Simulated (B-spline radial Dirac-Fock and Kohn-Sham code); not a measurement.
Dipole and non-dipole photoemission parameters of P 3s

System: the free phosphorus atom, configuration [Ne] 3s2 3p3; threshold 16.56 eV (orbital energy of the model). Calculated with a radial finite-basis atomic code, using Dirac-Hartree-Slater photoionisation with a Latter tail; cross sections with all multipoles, angular parameters from the dipole term and its interference with E2.

```
hν (eV)   σ (kb)      β       γ
   76.2      278  2.000   0.136
    100      194  2.000   0.100
    137      123  2.000   0.047
    160     97.2  2.000   0.022
    317     31.3  2.000  -0.035
    400     20.8  2.000  -0.026
    437     17.7  2.000  -0.018
    541     11.9  2.000   0.013
    749     6.37  2.000   0.092
    840     5.05  2.000   0.129
   1220     2.31  2.000   0.281
 1253.6     2.17  2.000   0.294
   1260     2.15  2.000   0.297
   1450     1.58  2.000   0.368
 1486.9     1.49  2.000   0.381
   1940    0.812  2.000   0.535
   2310    0.538  2.000   0.649
   2940    0.300  2.000   0.822
   3930    0.144  2.000   1.060
   4000    0.138  2.000   1.076
   4090    0.130  2.000   1.096
   4740   0.0888  2.000   1.232
   5300   0.0661  2.000   1.342
 5414.7   0.0624  2.000   1.363
   6000   0.0474  2.000   1.469
   6330   0.0410  2.000   1.525
   6360   0.0405  2.000   1.530
 9251.7   0.0144  2.000   1.965
   9660        ?      ?       ?
  11100  0.00859  2.000   2.203
```

Question: Give the values at 9660 eV.

Answer: σ = 0.0127 kb, β = 2.000, γ = 2.020. For an s subshell δ is negligible.
